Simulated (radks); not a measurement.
Neutral silver inside a hard spherical wall (all orbitals vanish at R), configuration held at [Kr] 4d10 5s1 and not refilled when levels cross. Calculated with a radial shooting solver on a logarithmic mesh with Libxc functionals: scalar-relativistic Kohn-Sham, r2SCAN, spin-polarised, spherical densities, finite nucleus; open shells are filled with parallel spins first (spin-orbit coupling, left out, can overturn this in heavy ions); meta-GGA in the generalised Kohn-Sham scheme; Fermi nuclear charge, rms radius 4.5454 fm. Eigenvalues in eV for spin up, with the zero of energy where the potential of the charges vanishes at infinity; a dash marks a level that is unbound or too diffuse for the functional's potential to be trusted. A positive occupied level is held by the wall or, in an anion where self-interaction has pushed it up, behind a barrier. The pressure on the wall is -dE/dV.

| R (bohr) | E (hartree) | kinetic (hartree) | e(4s) | e(4p) | e(4d) | e(5s) | e(5p, empty) | e(6s, empty) | pressure (GPa) |
|---|---|---|---|---|---|---|---|---|---|
| free | -5316.67557 | 5523.478 | -97.588 | -60.251 | -7.716 | -4.961 | -0.580 | - | 0 |
| 20 | -5316.67557 | 5523.478 | -97.588 | -60.251 | -7.716 | -4.961 | -0.580 | - | < 0.0001 |
| 10 | -5316.67540 | 5523.480 | -97.571 | -60.234 | -7.700 | -4.947 | -0.484 | 3.730 | 0.00498 |
| 6 | -5316.65564 | 5523.603 | -96.914 | -59.578 | -7.097 | -4.185 | 1.373 | 13.709 | 1.55 |
| 3.5 | -5316.10499 | 5526.067 | -90.170 | -53.057 | -0.955 | 6.925 | 17.619 | 69.006 | 173 |
| 3 | -5315.36200 | 5529.112 | -84.719 | -47.859 | 4.380 | 18.073 | 31.900 | 109.05 | 602 |
| 2 | -5306.39529 | 5563.416 | -51.946 | -14.916 | 42.450 | 110.47 | 137.82 | 354.43 | 14600 |
| 1.5 | -5277.09279 | 5661.509 | 11.485 | 53.863 | 122.75 | 317.91 | 356.39 | 795.00 | 122000 |
